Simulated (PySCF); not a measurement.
A run for PySCF: D3(BJ) and D4 dispersion corrections on BCl2HO (SMILES OB(Cl)Cl), a point of a torsion scan.

```python
from pyscf import gto
from pyscf.dispersion import dftd3, dftd4

mol = gto.M(
    atom='''
    O    -0.89282155   -0.46039382    0.28710453
    B     0.27489201    0.14299880    0.08803803
    Cl    1.24068746   -0.15028267   -1.33871931
    Cl    0.99753368    1.00196868    1.40252434
    H    -1.65676310   -0.41008875   -0.28258874
    ''',
    basis='def2-svp',
    charge=0, spin=0, verbose=0, max_memory=1800)
d3, d4 = {}, {}
for xc in ['hf', 'pbe', 'blyp', 'revpbe', 'tpss', 'r2scan', 'b3lyp', 'pbe0', 'bhlyp', 'camb3lyp', 'b2plyp']:
    d3[xc] = float(dftd3.DFTD3Dispersion(mol, xc=xc, version='d3bj', atm=False).get_dispersion()['energy'])
    print(f'D3(BJ) {xc:10s} {d3[xc]:14.8f} Eh')
for xc in ['hf', 'pbe', 'blyp', 'revpbe', 'tpss', 'r2scan', 'b3lyp', 'pbe0', 'bhlyp', 'camb3lyp', 'b2plyp']:
    d4[xc] = float(dftd4.DFTD4Dispersion(mol, xc={'camb3lyp': 'cam-b3lyp'}.get(xc, xc), atm=True).get_dispersion()['energy'])
    print(f'D4     {xc:10s} {d4[xc]:14.8f} Eh')
```

The log:

```
D3(BJ) hf            -0.03195083 Eh
D3(BJ) pbe           -0.00392855 Eh
D3(BJ) blyp          -0.00895054 Eh
D3(BJ) revpbe        -0.00982412 Eh
D3(BJ) tpss          -0.00510185 Eh
D3(BJ) r2scan        -0.00103211 Eh
D3(BJ) b3lyp         -0.00736459 Eh
D3(BJ) pbe0          -0.00349722 Eh
D3(BJ) bhlyp         -0.00603744 Eh
D3(BJ) camb3lyp      -0.00332421 Eh
D3(BJ) b2plyp        -0.00357107 Eh
D4     hf            -0.01556924 Eh
D4     pbe           -0.00428825 Eh
D4     blyp          -0.00967377 Eh
D4     revpbe        -0.01304735 Eh
D4     tpss          -0.00582852 Eh
D4     r2scan        -0.00094535 Eh
D4     b3lyp         -0.00706847 Eh
D4     pbe0          -0.00358557 Eh
D4     bhlyp         -0.00549174 Eh
D4     camb3lyp      -0.00364716 Eh
D4     b2plyp        -0.00297338 Eh
```

The run finished.

Cost: very roughly 0.03 core-seconds.
